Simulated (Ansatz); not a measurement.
Ansatz (a first-principles code) input (PBE/3-21G): The .json file is the Basis Set Exchange's 3-21G.

Ansatz 0.2 input:
```yaml
crystal:
  periodic: [false, false, false]
  atoms:
    - {symbol: Si, position_ang: [0.23221123, -0.14228547, 0.35668380]}
    - {symbol: F, position_ang: [-0.90078658, -0.95744892, -0.40825915]}
    - {symbol: F, position_ang: [0.39676744, 1.26628240, -0.36593023]}
    - {symbol: H, position_ang: [1.49823902, -0.87873003, 0.23656190]}
    - {symbol: H, position_ang: [-0.21302390, 0.09122531, 1.73756926]}
basis:
  gaussian:
    orbitals: 3-21G.json
hamiltonian:
  xc: {name: PBE}
output: {forces: true}
```

Output:

```
Functional definition: PBE
integrals: 0.01 GiB planned
402 factors; their error is unknown
mean field: 0.07 GiB planned
mean field evaluation 1: about -13263.0086 eV, gradient 3.8e1 eV
mean field evaluation 2: about -13258.3851 eV, gradient 6.8e1 eV
mean field evaluation 4: about -13264.9908 eV, gradient 7.9e-1 eV
mean field evaluation 8: about -13264.9613 eV, gradient 7.4e-2 eV
mean field evaluation 16: about -13264.9613 eV, gradient 1.0e-6 eV
mean field -13264.96133141 eV, -487.4783376156 hartree, gradient 1.0e-6 eV, S^2 0.000000; 0 other end points of the search recorded, 0 dependent functions left out
the calculation of the forces begins
reference -13264.96135711 eV, -487.4783385601 hartree; 17, 17 occupied and 18, 18 virtual orbitals, 402 factors
Total energy: -13264.96135711 eV, -487.4783385601 hartree
Atom 0 at     0.232211    -0.142285     0.356684 Å, force     1.221597    -0.748523     1.876411 eV/Å
Atom 1 at    -0.900787    -0.957449    -0.408259 Å, force    -1.857758    -1.235870    -1.319363 eV/Å
Atom 2 at     0.396767     1.266282    -0.365930 Å, force     0.183219     2.261930    -1.252782 eV/Å
Atom 3 at     1.498239    -0.878730     0.236562 Å, force     0.523449    -0.307098     0.087377 eV/Å
Atom 4 at    -0.213024     0.091225     1.737569 Å, force    -0.070507     0.029561     0.608357 eV/Å
Dipole moment:     0.160995    -0.098648     0.247293 e Å
```

The geometry given is a B3LYP-D3(BJ)/def2-TZVP minimum.
